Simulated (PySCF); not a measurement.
Gd(III) with different ligands

Computed with PySCF 2.14.0, TPSS, def2-SVP on the ligands, density fitting, scalar-relativistic core potentials, no spin-orbit coupling, vacuum. The metal has lcecp-1-SVP with ECP53. Each complex is relaxed within the symmetry of a template of the same shape. Distances are means of the shortest metal–ligand contacts, charges and spins Mulliken's; removal energies are rigid, with the ligand's formal charge and no counterpoise, so too large; for an anion taken off a cation in vacuum most of it is the attraction of opposite charges, and multiply charged cations can part far more cheaply with an electron moved from ligand to metal. lcecp potentials hold a fixed number of 4f electrons in the core, out of states, spins and gaps.

```csv
complex,point group,M–first ligand (Å),charge on M (e),removal of one first-named ligand (eV),unstable modes (below −25 cm⁻¹)
[Gd(PH3)2]3+,nearly C2v,2.973,1.91,4.10,not given
[Gd(NH3)2]3+,C1,2.407,2.08,4.66,not given
```

Task: What does the calculation give for [Gd(H2O)2]3+?

Result: point group: C1, M–first ligand (Å): 2.248, charge on M (e): 2.18, removal of one first-named ligand (eV): 4.35, unstable modes (below −25 cm⁻¹): not given.
```xyz
7

Gd    1.0320    0.1968   -0.0078
O    -0.1666    0.0290    1.8865
H     0.1592    0.1409    2.8297
H    -1.1393   -0.1789    2.0133
O    -0.1663   -0.1048   -1.8855
H     0.1766   -0.3571   -2.7950
H    -1.1526   -0.0095   -2.0412
```

Moved off a saddle point of the template and relaxed again: [Gd(PH3)2]3+, [Gd(H2O)2]3+, [Gd(NH3)2]3+. One start shape was tried for each, so a minimum needn't be the lowest isomer.
